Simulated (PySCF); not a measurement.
Coordinates in bohr (charge 0 multiplicity 3):
```
Ni    0.0000    0.0000    0.0000
O    -0.0031    0.0000    3.2778
O     0.0031    0.0000   -3.2778
H    -1.3900    0.0000    4.4437
H     1.3900    0.0000   -4.4437
```

Method: UB3LYP in PySCF with Ni def2-TZVP, O def2-TZVP, H def2-TZVP; no relativity; density-fitted integrals.

This geometry of Ni(OH)2 is a stationary point at this level.

(1) What is the point group?

(2) Is it a minimum?

(3) What are the dipole moment and the gap between the highest occupied and lowest empty levels of either spin?

(4) Give the ideal-gas entropy at 298.15 K and 1 bar by parts.

## Answers

(1) C2h.

(2) Yes: all harmonic wavenumbers are real.

(3) 0.00 D and 4.19 eV.

(4) translation 165.2, rotation 81.6, vibration 35.6, spin 9.1; total 291.6 J/(mol K).

Other isomers or separated fragments may lie lower. With open d or f shells other occupations or spin states may lie lower.
